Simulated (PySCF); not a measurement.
Ligands exchanged one at a time, Ga Br-CH3. All species are isolated molecules in the gas phase. Strings in code marks are SMILES.

These are PBE-D3(BJ)/def2-TZVP // ωB97X-D3(BJ)/def2-TZVP (PySCF) values and carry that method's errors. Excitations are Tamm–Dancoff values on a coarser integration grid. The basis has no diffuse functions, so Rydberg states are missing or too high.

```json
[
 {"species": "1 of 3 Br replaced by CH3 (`[CH3][Ga]([Br])[Br]`)", "HOMO–LUMO gap (eV)": "4.89", "T1 excitation (TDA) (eV)": "4.83"},
 {"species": "2 of 3 Br replaced by CH3 (`[Ga]([Br])([CH3])[CH3]`)", "HOMO–LUMO gap (eV)": "4.59", "T1 excitation (TDA) (eV)": "4.50"},
 {"species": "3 of 3 Br replaced by CH3 (`[Ga]([CH3])([CH3])[CH3]`)", "HOMO–LUMO gap (eV)": "4.88", "T1 excitation (TDA) (eV)": "4.70"}
]
```
